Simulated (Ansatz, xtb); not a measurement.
C6H4O: which of two isomers lies lower

We compare a, `C#CC1=CC(=O)C1`, a singlet, with b, `C#Cc1ccoc1`, a singlet. Both are isolated molecules in the gas phase, relaxed with r2SCAN-D4/def2-SVP.

Question: Which of the two would you expect CCSD(T)/def2-SVP + ΔMP2/def2-TZVPP electronic energies to favour?

Answer: Structure b; the calculation gives E(b) − E(a) = −17.2 kcal/mol.

How the difference moves with the method:

```json
{"level": "GFN2-xTB", "geometry": "GFN2-xTB", "E(b) − E(a) (kcal/mol)": "−30.3", "departure from the last row (kcal/mol)": "−13.1", "job, with rough time for the two": "optimisation, 0.25 s"}
{"level": "HF/STO-3G", "geometry": "GFN2-xTB", "E(b) − E(a) (kcal/mol)": "−33.1", "departure from the last row (kcal/mol)": "−15.8", "job, with rough time for the two": "single point, 0.52 s"}
{"level": "r2SCAN-D4/def2-SVP//GFN2-xTB", "geometry": "GFN2-xTB", "E(b) − E(a) (kcal/mol)": "−18.6", "departure from the last row (kcal/mol)": "−1.3", "job, with rough time for the two": "single point, 3.3 s"}
{"level": "r2SCAN-D4/def2-SVP", "geometry": "r2SCAN-D4/def2-SVP", "E(b) − E(a) (kcal/mol)": "−18.6", "departure from the last row (kcal/mol)": "−1.4", "job, with rough time for the two": "optimisation, 32 s"}
{"level": "HF/def2-SVP", "geometry": "r2SCAN-D4/def2-SVP", "E(b) − E(a) (kcal/mol)": "−15.4", "departure from the last row (kcal/mol)": "+1.8", "job, with rough time for the two": "part of the CCSD(T) run"}
{"level": "MP2/def2-SVP", "geometry": "r2SCAN-D4/def2-SVP", "E(b) − E(a) (kcal/mol)": "−18.8", "departure from the last row (kcal/mol)": "−1.6", "job, with rough time for the two": "part of the CCSD(T) run"}
{"level": "CCSD(T)/def2-SVP", "geometry": "r2SCAN-D4/def2-SVP", "E(b) − E(a) (kcal/mol)": "−16.9", "departure from the last row (kcal/mol)": "+0.3", "job, with rough time for the two": "single point"}
{"level": "CCSD(T)/def2-SVP + ΔMP2/def2-TZVPP", "geometry": "r2SCAN-D4/def2-SVP", "E(b) − E(a) (kcal/mol)": "−17.2", "departure from the last row (kcal/mol)": "", "job, with rough time for the two": "single point, 53 s"}
```

As drawn, b has 3 C∷C, 2 C∷O in place of 3 C–C, 1 C=C, 1 C=O (∷ is an aromatic bond). Structure a has a 4-membered ring, b a 5-membered ring (with an aromatic ring).

The levels shown agree on the order. The largest departure from CCSD(T)/def2-SVP + ΔMP2/def2-TZVPP is that of HF/STO-3G, 15.8 kcal/mol. The last row adds to CCSD(T) the change of the MP2 difference between the two basis sets, here −0.3 kcal/mol.

With thermal terms from frequencies at re-optimised GFN2-xTB minima (ideal gas, soft modes damped towards free rotors, one conformer each, 298.15 K, 1 atm): the zero-point term adds +1.0 kcal/mol; ΔH is −16.6 and ΔG −15.7 kcal/mol.

The correlated steps freeze 7 core orbitals. Programs: Ansatz 0.2.0, xtb 6.7.1; the last row on 2 threads of Intel(R) Xeon(R) Processor @ 2.70GHz on a shared host.
